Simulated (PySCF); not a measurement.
**Bonding in `[SiH3]/N=C/CN[SiH3]`**

Species: C2H10N2Si2.
SMILES with atom numbers: `[SiH3:1]/[N:2]=[CH:3]/[CH2:4][NH:5][SiH3:6]` (hydrogens: H7, H8, H9 on Si1; H10 on C3; H11, H12 on C4; H13 on N5; H14, H15, H16 on Si6)

Cartesian coordinates in Å at the GFN2-xTB level; atoms count from 1:
```
atom  x, y, z in Å
Si1    2.6690    0.4762    0.5809
N2     1.1318    0.0057   -0.0210
C3     0.5612    0.0439   -1.1306
C4    -0.8454   -0.4517   -1.3096
N5    -1.4591   -0.9531   -0.1119
Si6   -2.0935    0.1233    1.0780
H7     3.2006   -0.7611    1.1474
H8     3.6160    1.0307   -0.3962
H9     2.3440    1.4782    1.5923
H10    1.0289    0.4241   -2.0517
H11   -1.4510    0.3746   -1.6964
H12   -0.8309   -1.2330   -2.0842
H13   -0.9239   -1.7299    0.2511
H14   -3.1031    0.9005    0.3506
H15   -2.6873   -0.7761    2.0645
H16   -1.1649    1.0564    1.7253
```

Bond orders from the PBE0/pcSseg-1 density (PySCF). One conformer (not necessarily the lowest) at the GFN2-xTB geometry, without solvent, vibrations or thermal averaging.

Where do the orders between heavy atoms depart from those drawn in the SMILES?

The largest departure is 0.066, at N2–C3 (drawn double, 1.934).

Set the Mayer orders of the bonds beside their lengths.

```csv
bond,drawn as,length (Å),Mayer order
Si1–N2,single,1.717,0.976
N2–C3,double,1.248,1.934
C3–C4,single,1.502,0.966
C4–N5,single,1.436,1.023
N5–Si6,single,1.725,0.990
Si1–H7,single,1.461,0.933
Si1–H8,single,1.469,0.895
Si1–H9,single,1.460,0.935
C3–H10,single,1.101,0.935
C4–H11,single,1.095,0.931
C4–H12,single,1.100,0.932
N5–H13,single,1.011,0.933
Si6–H14,single,1.467,0.930
Si6–H15,single,1.461,0.949
Si6–H16,single,1.467,0.891
```

Bonds between the same two heavy elements. N–Si: all 2 within 0.02 of one another (0.976 to 0.990). C–N: lowest C4–N5 (1.023, 1.436 Å), highest N2–C3 (1.934, 1.248 Å).

Sum the orders of all bonds at each heavy atom with more than one neighbour and set the sums beside the valence in the SMILES.

Si1 3.739 (drawn 4), N2 2.910 (drawn 3), C3 3.835 (drawn 4), C4 3.852 (drawn 4), N5 2.946 (drawn 3), Si6 3.760 (drawn 4). Orders between atoms that aren't bonded are not in these sums.

Mayer orders depend on the basis set.
